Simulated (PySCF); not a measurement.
**Bonding in `[SiH3]CS[Si@@H](Cl)C1CC1`**

Compound: C₄H₁₁ClSSi₂.
Atom-mapped SMILES: `[SiH3:1][CH2:2][S:3][Si@@H:4]([Cl:5])[CH:6]1[CH2:7][CH2:8]1` (hydrogens: H9, H10, H11 on Si1; H12, H13 on C2; H14 on Si4; H15 on C6; H16, H17 on C7; H18, H19 on C8)

Geometry (GFN2-xTB, Å), atoms numbered from 1 in this order:
```xyz
19
C4H11ClSSi2 angstrom
Si    -3.441    0.358   -0.880
C     -2.570   -1.073    0.025
S     -0.871   -1.379   -0.586
Si     0.255    0.164    0.382
Cl    -0.440    0.456    2.265
C      2.040   -0.406    0.424
C      3.003    0.104   -0.613
C      3.115    0.576    0.796
H     -3.428    0.081   -2.313
H     -4.805    0.420   -0.354
H     -2.725    1.602   -0.592
H     -2.505   -0.912    1.099
H     -3.089   -2.015   -0.142
H      0.091    1.427   -0.332
H      2.209   -1.427    0.746
H      2.636    0.795   -1.356
H      3.749   -0.579   -0.990
H      2.824    1.592    1.020
H      3.942    0.225    1.394
```

Bond orders from the PBE0/pcSseg-1 density (PySCF). One conformer (not necessarily the lowest) at the GFN2-xTB geometry, without solvent, vibrations or thermal averaging.

**Question.** How far do the computed orders between heavy atoms stray from the drawn ones?

**Answer.** The largest departure is 0.128, at Si1–C2 (drawn single, 0.872). Drawn single, order below 0.88: Si1–C2 (0.872).

**Question.** Give the Mayer order of every bond between heavy atoms, beside its length.

**Answer.** 
```csv
bond,drawn as,length (Å),Mayer order
Si1–C2,single,1.904,0.872
C2–S3,single,1.831,0.978
S3–Si4,single,2.142,1.018
Si4–Cl5,single,2.028,0.972
Si4–C6,single,1.873,0.890
C6–C7,single,1.504,0.948
C7–C8,single,1.490,0.972
C8–C6,single,1.504,0.948
```

Bonds between the same two heavy elements. C–Si: all 2 within 0.02 of one another (0.872 to 0.890). C–C: lowest C6–C7 and C8–C6 (0.948, 1.504 Å), highest C7–C8 (0.972, 1.490 Å). Bonds named together lie within 0.004.

**Question.** And the bonds to hydrogen?

**Answer.** H–Si: 0.91 to 0.95 (4 bonds); C–H: 0.92 to 0.96 (7 bonds).

**Question.** Sum the orders of all bonds at each heavy atom with more than one neighbour and set the sums beside the valence in the SMILES.

**Answer.** Si1 3.699 (drawn 4), C2 3.713 (drawn 4), S3 1.996 (drawn 2), Si4 3.792 (drawn 4), C6 3.726 (drawn 4), C7 3.830 (drawn 4), C8 3.831 (drawn 4). Orders between atoms that aren't bonded are not in these sums.

For a closed shell the Mayer order of atoms A and B is Σ (PS)μν (PS)νμ over the basis functions μ on A and ν on B, with P the density and S the overlap matrix.

These values come from a run that also computed NMR shieldings. The run took 48 s wall on one thread, Arm Neoverse V1 (aarch64) (shared host), and the process peaked at 1.0 GiB of memory.
